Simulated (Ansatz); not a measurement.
Mulliken charges of `[O][Si](O)(O)Cl` radical from r2SCAN/def2-TZVPP in Ansatz (PBE0-D4/def2-TZVP geometry).

```tsv
atom	x (Å)	y (Å)	z (Å)	charge (e)
O1	-1.683	-0.874	0.199	-0.286
Si2	-0.281	-0.013	0.133	0.825
O3	0.645	-0.279	1.428	-0.382
O4	0.643	-0.296	-1.171	-0.395
Cl5	-1.111	1.851	0.104	-0.196
H6	1.596	-0.277	1.299	0.217
H7	0.252	-0.181	-2.039	0.217
```

By hand: the dipole of these point charges (1 e Å = 4.8032 D).

Σ q r = (0.368, 0.001, -0.211) e Å, of length 0.424 e Å = 2.04 D.

How does the dipole of the full density compare? (An estimate is asked.)

The calculation gave: (0.442, 0.089, -0.333) e Å, 2.69 D; the point charges give 0.76 times that, at 11° from its direction.

Point charges leave out the atoms' own dipoles, such as those of lone pairs, and Mulliken's split depends on the basis, so the two needn't agree.
